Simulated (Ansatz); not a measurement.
Frontier orbitals of `N[SiH2]CBO`.

Cartesian coordinates in Å:
```
N -0.707 -2.062 -0.099
Si -0.035 -0.888 0.963
C 0.961 0.499 0.165
B 0.101 1.356 -0.794
O -0.452 2.511 -0.334
H -1.480 -1.829 -0.700
H -0.116 -2.757 -0.527
H 0.866 -1.621 1.893
H -1.162 -0.279 1.719
H 1.366 1.095 0.992
H 1.785 0.007 -0.361
H -0.133 1.013 -1.927
H -0.995 2.954 -0.989
```

The species carries charge 0 and has multiplicity 1. Geometry: relaxed with PBE0-D4/def2-TZVP. It is one conformer, not always the lowest. Basis def2-TZVPP, the Gaussian-basis code of Ansatz.

Orbital energies of one run (eV). Highest occupied ones, from the top: -7.41, -8.68, -9.32, -9.58, -10.58, -10.94, -11.39, -11.72, -13.32, -13.98, -14.73, -15.93, -20.11, -24.37. Empty: 0.09, 1.19, 1.59, 2.07, 2.63, 2.83.

(1) Which functional gave them?
A. B3LYP
B. r2SCAN0
C. PBE
D. r2SCANh

Answers

(1) B. HOMO energies: r2SCAN0 -7.41, PBE -5.81, B3LYP -6.97, r2SCANh -6.63 eV.

B3LYP here is the variant with VWN-RPA as its local correlation; programs differ in this.
